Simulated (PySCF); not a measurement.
Tl(I) anion (ITl), SMILES [I][Tl] (connectivity only; charge and spin as stated), charge -1, multiplicity 2.

Geometry: PBE0-D3(BJ)/def2-TZVPD. The spin state was assumed, not searched. The def2 effective core potentials stand for the cores of I, Tl; spin–orbit coupling is left out.

Level of theory: PBE/def2-TZVPD (PySCF).

 A positive occupied level means that this level leaves the electron formally unbound; only the finite basis holds it.

| Item | Result |
|---|---|
| total energy | -470.35596 hartree |
| point group | C∞v |
| α spin, highest occupied and lowest empty level | 1.45 and 1.63 eV |
| β spin, highest occupied and lowest empty level | -1.38 and 1.88 eV |
| dipole moment about the centre of nuclear charge | 2.08 D |
| ⟨S²⟩ | 0.752 (pure state 0.75) |
